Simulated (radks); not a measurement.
Species: Dy4+. Configuration: [Kr] 4d10 4f8 5s1.75 5p6 6s0.25 (fractional occupations, a model configuration).

Method: Dirac Kohn-Sham, PBE, spin-unpolarised, spherical densities, point nucleus; open shells fill j = l - 1/2 first; computed with a radial shooting solver on a logarithmic mesh with Libxc functionals.

Energy parts (hartree):
total: -12164.5128
kinetic: 13347.1399
electron-nucleus: -29874.3915
Hartree: 4625.2161
exchange-correlation: -262.4774

Orbitals (lengths in bohr, moments of r in powers of bohr; r(max) is where P^2 peaks; r(90%) holds 90 % of the orbital's charge):
orbital  occ.  eigenvalue (hartree)  r(90%)       <r^4>   r(max)
1s1/2       2             -1971.881  0.0382   9.913e-07  0.01337
2s1/2       2             -329.9027   0.139   0.0001553  0.07620
2p1/2       2             -313.8183   0.123  0.00009559  0.05740
2p3/2       4             -284.4131   0.132   0.0001279  0.06343
3s1/2       2             -75.08346   0.344    0.005959   0.2157
3p1/2       2             -68.07498   0.336    0.005384   0.2031
3p3/2       4             -61.96978   0.355    0.006691   0.2157
3d3/2       4             -49.93629   0.327    0.004773   0.1709
3d5/2       6             -48.60382   0.333    0.005104   0.1744
4s1/2       2             -16.51419   0.759      0.1447   0.4940
4p1/2       2             -13.74683   0.784      0.1630   0.4972
4p3/2       4             -12.37185   0.827      0.2022   0.5239
4d3/2       4              -7.81267   0.899      0.2798   0.5284
4d5/2       6              -7.56167   0.914      0.2998   0.5370
5s1/2    1.75              -3.54922    1.78       4.345    1.132
5p1/2       2              -2.74593    1.97       6.523    1.220
5p3/2       4              -2.53514    2.08       8.145    1.291
4f5/2       6              -2.10207    1.26       1.208   0.5262
4f7/2       2              -2.06477    1.28       1.270   0.5308
5d3/2       0              -1.43994    2.78       25.31    1.604
5d5/2       0              -1.41589    2.83       26.91    1.632
6s1/2    0.25              -1.23154    3.91       102.0    2.610
6p1/2       0              -1.01333    4.40       163.5    2.938
6p3/2       0              -0.96968    4.58       191.3    3.074
5f5/2       0              -0.63113    5.19       301.8    3.136
5f7/2       0              -0.62955    5.21       305.8    3.150

The highest occupied level is 6s1/2 at -33.512 eV. The configuration is held as typed, so some empty levels lie below it. The density falls to 0.001 e/bohr^3 at r = 3.29 bohr. Summed over all electrons, <r^2> = 32.63 bohr^2, which gives a Langevin (diamagnetic) susceptibility term of -25.8 x 10^-6 cm^3/mol.
